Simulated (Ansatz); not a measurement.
Computed with Ansatz on PBE0-D4/def2-TZVP structures; ΔE is electronic, products minus reactants. CCSD(T)/CBS adds triple-zeta CCSD(T) − MP2 to the extrapolated MP2 energy (def2 sets, frozen cores). This one scheme is used for every species. Functionals use def2-TZVPP. For Ge outer-core shells are correlated without core-valence functions, which leaves a few kJ/mol of doubt a bond. Scalar relativity is left out up to krypton. One conformer a species, not always the lowest.

`C=[N][GeH3]` + `CC(O)=S` → `CC(=S)[O][GeH3]` + `C=N`  (ligand exchange at a Ge–N bond)

```tsv
level	ΔE (kcal/mol)
revPBE-D4	1.0
B97M-V	0.3
PBE-QIDH	1.2
LC-ωPBE	1.4
```

What does CCSD(T)/CBS give? (An estimate is asked.)

Ansatz gave: 0.0 kcal/mol. The listed levels differ from it by 1.0, 0.3, 1.2, 1.4 kcal/mol.

Largest T1 diagnostic among the species: 0.017.

The D4 term adds −1.2 kcal/mol with B3LYP and −0.7 kcal/mol with PBE0; it sums over pairs of atoms, weighted by their polarisabilities, and B3LYP, whose exchange is more repulsive, gets the larger term. Leaving LDA and LC-ωPBE aside and taking each functional with its dispersion term where it has one, the values, not all of them listed here, spread over 1.8 kcal/mol, from BHLYP-D4 to PBE-D4.

B3LYP here is the variant with VWN-RPA as its local correlation; programs differ in this.
